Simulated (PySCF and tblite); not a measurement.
The numbers below are computed, except where a source is named.
C3H5Br, numbered as in [CH2:1]=[CH:2][CH2:3][Br:4].

Search: ETKDG, MMFF94s, GFN2-xTB, 60 starts; geometries at PBE0-D3(BJ)/def2-SVP. Free energies are PBE0-D3(BJ)/pcSseg-1 (IEF-PCM, chloroform) single points with GFN2-xTB rigid-rotor and vibrational terms (modes under about 100 cm⁻¹ blended into free rotors). Symmetry numbers and mirror images are counted. Conformers within 3 kcal/mol (GFN2-xTB free energy) were kept, 5 at most. Of two unlike H on one atom, a is the less shielded (PBE0/pcSseg-1 (IEF-PCM, chloroform)). Codes: tblite and PySCF.

An NOE distance is ⟨r⁻⁶⟩^(−1/6) over all pairs of like atoms and, for the average, over conformers.

Torsions listed: C1–C2–C3–Br4. Of a mirror pair one member is shown.

```csv
conformer,shape,weight %
1,-118°,89.4
2,0°,10.6
```

Problem. Which H–H contacts under 3.5 Å would NOEs report (pairs on one atom left out) at 298.15 K?

Solution. 
```csv
pair,in 1 (Å),in 2 (Å),average (Å)
H1b ··· H2,2.45,2.43,2.45
H2 ··· H3,2.74,2.52,2.71
H1a ··· H3,2.70,3.59,2.74
H1a ··· H2,3.09,3.08,3.09
```

Longer pairs under the limit may be missing.
